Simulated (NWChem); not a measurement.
System: C2H5FSi2; SMILES C([Si@H]([SiH3])F)#C

NWChem printed, in part:

```
             Northwest Computational Chemistry Package (NWChem) 7.3.0
             --------------------------------------------------------

                             Geometry "geometry" -> ""
                             -------------------------

 Output coordinates in angstroms (scale by  1.889725989 to convert to a.u.)

  No.       Tag          Charge          X              Y              Z
 ---- ---------------- ---------- -------------- -------------- --------------
    1 C                    6.0000     1.09183100    -2.59600900     0.25258200
    2 C                    6.0000     0.41460600    -1.62249900    -0.02293600
    3 Si                  14.0000    -0.53395500    -0.11160400    -0.42861800
    4 F                    9.0000    -1.90897000    -0.10230900     0.44696600
    5 Si                  14.0000     0.72995600     1.77993100     0.13375200
    6 H                    1.0000     1.68498800    -3.46075500     0.49489200
    7 H                    1.0000    -0.91927100    -0.15379900    -1.86669200
    8 H                    1.0000    -0.03759000     3.02620300    -0.16820800
    9 H                    1.0000     1.06992900     1.74511000     1.58760500
   10 H                    1.0000     1.98981500     1.77360900    -0.67129500

 Effective nuclear repulsion energy (a.u.)     251.6632221795

                              NWChem Property Module
                              ----------------------

  itol2e modified to match energy
  convergence criterion.

                                 NWChem DFT Module
                                 -----------------

 Summary of "ao basis" -> "ao basis" (spherical)
 ------------------------------------------------------------------------------
       Tag                 Description            Shells   Functions and Types
 ---------------- ------------------------------  ------  ---------------------
 C                           6-31g*                  6       14   3s2p1d
 Si                          6-31g*                  8       18   4s3p1d
 F                           6-31g*                  6       14   3s2p1d
 H                           6-31g*                  2        2   2s

  itol2e modified to match energy
  convergence criterion.

            General Information
            -------------------
          SCF calculation type: DFT
          Wavefunction type:  closed shell.
          No. of atoms     :    10
          No. of electrons :    54
           Alpha electrons :    27
            Beta electrons :    27
          Charge           :     0
          Spin multiplicity:     1
          Use of symmetry is: off; symmetry adaption is: off
          Maximum number of iterations: 150
          AO basis - number of functions:    88
                     number of shells:    44
          Convergence on energy requested:  1.00D-07
          Convergence on density requested:  1.00D-05
          Convergence on gradient requested:  5.00D-04

              XC Information
              --------------
                         B3LYP Method XC Potential
                     Hartree-Fock (Exact) Exchange  0.200
                        Slater Exchange Functional  0.800 local
                    Becke 1988 Exchange Functional  0.720 non-local
              Lee-Yang-Parr Correlation Functional  0.810
                  VWN I RPA Correlation Functional  0.190 local

             Grid Information
             ----------------
          Grid used for XC integration:  fine
          Radial quadrature: Mura-Knowles
          Angular quadrature: Lebedev.
          Tag              B.-S. Rad. Rad. Pts. Rad. Cut. Ang. Pts.
          ---              ---------- --------- --------- ---------
          C                   0.70       70          13.0       590
          Si                  1.10      123          12.0       770
          F                   0.50       70          12.0       590
          H                   0.35       60          14.0       590
          Grid pruning is: on
          Number of quadrature shells:   756
          Spatial weights used:  Erf1

      Superposition of Atomic Density Guess
      -------------------------------------

 Sum of atomic energies:        -754.81861806

      Non-variational initial energy
      ------------------------------

 Total energy =    -756.443947
 1-e energy   =   -1544.586053
 2-e energy   =     536.478884
 HOMO         =      -0.299614
 LUMO         =      -0.008841

   convergence    iter        energy       DeltaE   RMS-Dens  Diis-err
 ---------------- ----- ----------------- --------- --------- ---------
 d= 0,ls=0.0,diis     1   -757.9526370324 -1.01D+03  1.59D-02  6.24D-01
 d= 0,ls=0.0,diis     2   -757.9409328534  1.17D-02  8.20D-03  1.01D+00
 d= 0,ls=0.0,diis     3   -758.0285788183 -8.76D-02  1.85D-03  4.54D-02
 d= 0,ls=0.0,diis     4   -758.0315700910 -2.99D-03  8.43D-04  6.32D-03
 d= 0,ls=0.0,diis     5   -758.0321532007 -5.83D-04  3.40D-04  2.75D-03
  Resetting Diis
 d= 0,ls=0.0,diis     6   -758.0325034820 -3.50D-04  7.85D-05  6.36D-05
 d= 0,ls=0.0,diis     7   -758.0325121762 -8.69D-06  2.91D-05  1.96D-06
 d= 0,ls=0.0,diis     8   -758.0325121557  2.05D-08  1.46D-05  2.17D-06
 d= 0,ls=0.0,diis     9   -758.0325124871 -3.31D-07  1.52D-06  3.37D-08
 d= 0,ls=0.0,diis    10   -758.0325124899 -2.73D-09  3.67D-07  2.13D-09

         Total DFT energy =     -758.032512489862
      One electron energy =    -1548.284306180870
           Coulomb energy =      603.646134572383
    Exchange-Corr. energy =      -65.057563060845
 Nuclear repulsion energy =      251.663222179469

 Numeric. integr. density =       53.999998925169

                       DFT Final Molecular Orbital Analysis
                       ------------------------------------

 Vector   25  Occ=2.000000D+00  E=-3.184434D-01
              MO Center=  2.6D-01, -4.5D-01, -2.1D-02, r^2= 4.4D+00
   Bfn.  Coefficient  Atom+Function         Bfn.  Coefficient  Atom+Function
  ----- ------------  ---------------      ----- ------------  ---------------
    36      0.241175   3 Si py               17      0.212210   2 C  px
    68     -0.204423   5 Si py               67     -0.187685   5 Si px
    19      0.176240   2 C  pz               50     -0.173197   4 F  py
     4      0.165401   1 C  py               35      0.140749   3 Si px
    54     -0.134834   4 F  py                5      0.130033   1 C  pz

 Vector   26  Occ=2.000000D+00  E=-2.969883D-01
              MO Center=  6.8D-01, -2.0D+00,  9.2D-02, r^2= 1.7D+00
   Bfn.  Coefficient  Atom+Function         Bfn.  Coefficient  Atom+Function
  ----- ------------  ---------------      ----- ------------  ---------------
    19      0.321340   2 C  pz                5      0.316429   1 C  pz
     3     -0.243441   1 C  px               17     -0.241487   2 C  px
     9      0.193345   1 C  pz               23      0.178060   2 C  pz
     7     -0.155323   1 C  px               21     -0.149331   2 C  px
    18     -0.083556   2 C  py               82      0.079003   7 H  s

[...]

          -----------------------------------------
          Chemical Shielding Tensors (GIAO, in ppm)
          -----------------------------------------

                                NWChem CPHF Module
                                ------------------

  scftype          =     RHF
  nclosed          =       27
  nopen            =        0
  variables        =     1647
  # of vectors     =        3
  tolerance        = 0.10D-03
  level shift      = 0.00D+00
  max iterations   =       50
  max subspace     =       30

 SCF residual:    1.0262092204208364E-005

Iterative solution of linear equations
  No. of variables     1647
  No. of equations        3
  Maximum subspace       30
        Iterations       50
       Convergence  1.0D-04

   iter   nsub   residual    time
   ----  ------  --------  ---------
     1      3    2.77D-01      64.0
     2      6    1.42D-02      68.3
     3      9    1.43D-03      72.8
     4     12    1.34D-04      77.8
     5     15    5.86D-06      83.0

      Atom:    1  C
        Diamagnetic
    267.4530     -7.4125      1.8809
     -7.4125    276.4085     -3.5908
      1.8809     -3.5908    263.9987

        Paramagnetic
   -177.2047    -84.4923     22.5425
    -84.4923   -113.7863    -30.0355
     22.5425    -30.0355   -226.2942

        Total Shielding Tensor
     90.2483    -91.9048     24.4234
    -91.9048    162.6222    -33.6263
     24.4234    -33.6263     37.7045

           isotropic =      96.8583
          anisotropy =     205.7112

          Principal Components and Axis System
                 1           2           3
              233.9991     29.6703     26.9056

      1        -0.5517      0.3328      0.7648
      2         0.8079      0.4409      0.3910
      3        -0.2070      0.8336     -0.5121

      Atom:    2  C
        Diamagnetic
    251.2205    -20.9642      6.0835
    -20.9642    271.6792     -9.2723
      6.0835     -9.2723    239.5145

        Paramagnetic
   -141.3583    -93.6117     22.2486
    -93.6117    -75.1987    -40.4683
     22.2486    -40.4683   -196.2511

        Total Shielding Tensor
    109.8621   -114.5759     28.3321
   -114.5759    196.4805    -49.7406
     28.3321    -49.7406     43.2634

           isotropic =     116.5353
          anisotropy =     258.5529

          Principal Components and Axis System
                 1           2           3
              288.9039     35.2036     25.4985

      1        -0.5502      0.6906      0.4694
      2         0.8038      0.2857      0.5218
      3        -0.2262     -0.6644      0.7123

      Atom:    3  Si
        Diamagnetic
    885.0986      2.3816     -2.6096
      2.3816    882.4178      0.9592
     -2.6096      0.9592    879.4615

        Paramagnetic
   -441.0400     28.7681    -53.5371
     28.7681   -509.5777     29.9016
    -53.5371     29.9016   -485.6363

        Total Shielding Tensor
    444.0586     31.1496    -56.1466
     31.1496    372.8401     30.8608
    -56.1466     30.8608    393.8252

           isotropic =     403.5746
          anisotropy =     116.7138

          Principal Components and Axis System
                 1           2           3
              481.3838    407.9567    321.3834

      1         0.8532      0.2679      0.4476
      2         0.0992      0.7591     -0.6434
      3        -0.5121      0.5934      0.6210

      Atom:    4  F
        Diamagnetic
    485.3527      0.2209    -13.8660
      0.2209    463.8331     -0.6518
    -13.8660     -0.6518    469.8655

        Paramagnetic
    -90.5713    -24.5549     24.0218
    -24.5549    -67.5427    -33.9723
     24.0218    -33.9723    -95.9779

        Total Shielding Tensor
    394.7813    -24.3340     10.1558
    -24.3340    396.2904    -34.6241
     10.1558    -34.6241    373.8876

           isotropic =     388.3198
          anisotropy =      73.2639

          Principal Components and Axis System
                 1           2           3
              437.1624    380.0756    347.7213

      1        -0.5213      0.8387      0.1578
      2         0.7106      0.3242      0.6244
      3        -0.4725     -0.4376      0.7650

      Atom:    5  Si
        Diamagnetic
    882.5411      2.8770      0.6429
      2.8770    885.1770      1.1040
      0.6429      1.1040    880.3854

        Paramagnetic
   -399.8432     -2.0664     -2.9032
     -2.0664   -399.8834      0.8400
     -2.9032      0.8400   -401.0312

        Total Shielding Tensor
    482.6979      0.8106     -2.2603
      0.8106    485.2937      1.9440
     -2.2603      1.9440    479.3543

           isotropic =     482.4486
          anisotropy =       5.1480

          Principal Components and Axis System
                 1           2           3
              485.8806    483.8273    477.6380

      1         0.0551      0.9019      0.4283
      2         0.9620      0.0670     -0.2647
      3         0.2675     -0.4266      0.8640

      Atom:    6  H
        Diamagnetic
     28.3941     -7.6754      2.0352
     -7.6754     35.3086     -3.2024
      2.0352     -3.2024     24.1703

        Paramagnetic
      0.5516      2.4729     -0.7446
      2.4729     -1.7605      1.4091
     -0.7446      1.4091      1.7329

        Total Shielding Tensor
     28.9458     -5.2024      1.2906
     -5.2024     33.5480     -1.7933
      1.2906     -1.7933     25.9032

           isotropic =      29.4657
          anisotropy =      11.8426

          Principal Components and Axis System
                 1           2           3
               37.3607     25.6269     25.4094

      1        -0.5372      0.6345     -0.5557
      2         0.8220      0.5416     -0.1762
      3        -0.1892      0.5514      0.8125

      Atom:    7  H
        Diamagnetic
     24.9444      0.7205      4.1983
      0.7205     24.3492      1.1221
      4.1983      1.1221     38.5033

        Paramagnetic
     -0.2618     -0.5566     -2.8594
     -0.5566     -0.5441     -0.4784
     -2.8594     -0.4784     -8.0309

        Total Shielding Tensor
     24.6827      0.1639      1.3388
      0.1639     23.8051      0.6437
      1.3388      0.6437     30.4724

           isotropic =      26.3201
          anisotropy =       6.7646

          Principal Components and Axis System
                 1           2           3
               30.8298     24.3888     23.7416

      1         0.2143      0.9753     -0.0529
      2         0.0941      0.0333      0.9950
      3         0.9722     -0.2182     -0.0846

      Atom:    8  H
        Diamagnetic
     28.0961     -4.7834      1.3494
     -4.7834     36.5312     -2.0315
      1.3494     -2.0315     24.8184

        Paramagnetic
     -0.5072      2.2003     -0.6125
      2.2003     -4.4044      0.8626
     -0.6125      0.8626      1.0735

        Total Shielding Tensor
     27.5889     -2.5832      0.7369
     -2.5832     32.1268     -1.1689
      0.7369     -1.1689     25.8919

           isotropic =      28.5359
          anisotropy =       7.5078

          Principal Components and Axis System
                 1           2           3
               33.5411     26.4622     25.6044

      1        -0.4102      0.8700     -0.2735
      2         0.8948      0.4419      0.0637
      3        -0.1763      0.2186      0.9598

      Atom:    9  H
        Diamagnetic
     25.8144      1.1132      3.8729
      1.1132     26.0727      1.1630
      3.8729      1.1630     37.3252

        Paramagnetic
      0.4752     -0.6247     -1.9098
     -0.6247      0.6974     -0.5504
     -1.9098     -0.5504     -5.0708

        Total Shielding Tensor
     26.2897      0.4886      1.9631
      0.4886     26.7701      0.6126
      1.9631      0.6126     32.2545

           isotropic =      28.4381
          anisotropy =       6.7358

          Principal Components and Axis System
                 1           2           3
               32.9286     26.7635     25.6221

      1         0.2895      0.2196      0.9316
      2         0.1175      0.9578     -0.2623
      3         0.9499     -0.1854     -0.2515

      Atom:   10  H
        Diamagnetic
     35.3713      1.7237     -6.0720
      1.7237     26.2152     -0.3142
     -6.0720     -0.3142     27.8707

        Paramagnetic
     -3.9860     -1.0136      2.9628
     -1.0136      0.8333     -0.1355
      2.9628     -0.1355     -0.1121

        Total Shielding Tensor
     31.3853      0.7101     -3.1092
      0.7101     27.0484     -0.4498
     -3.1092     -0.4498     27.7587

           isotropic =      28.7308
          anisotropy =       6.8304

          Principal Components and Axis System
                 1           2           3
               33.2844     26.9367     25.9713

      1         0.8590     -0.1342      0.4940
      2         0.1335      0.9904      0.0370
      3        -0.4942      0.0341      0.8687
```

Level: B3LYP/6-31G* (spherical d), GIAO. All runs use the structure optimised with PBE0/def2-SVP. The printed shielding anisotropy is the first printed principal value minus the mean of the other two.

**Question.** Which NWChem input produces such a log?

**Answer.** This is not unique; one that fits is the input that was run:
```
start job
memory heap 200 mb stack 900 mb global 1100 mb
geometry units angstroms noautosym nocenter noautoz
  C      1.091831    -2.596009     0.252582
  C      0.414606    -1.622499    -0.022936
  Si    -0.533955    -0.111604    -0.428618
  F     -1.908970    -0.102309     0.446966
  Si     0.729956     1.779931     0.133752
  H      1.684988    -3.460755     0.494892
  H     -0.919271    -0.153799    -1.866692
  H     -0.037590     3.026203    -0.168208
  H      1.069929     1.745110     1.587605
  H      1.989815     1.773609    -0.671295
end
basis spherical
  * library 6-31g*
end
dft
  xc b3lyp
  iterations 150
end
property
  shielding
end
task dft property
```
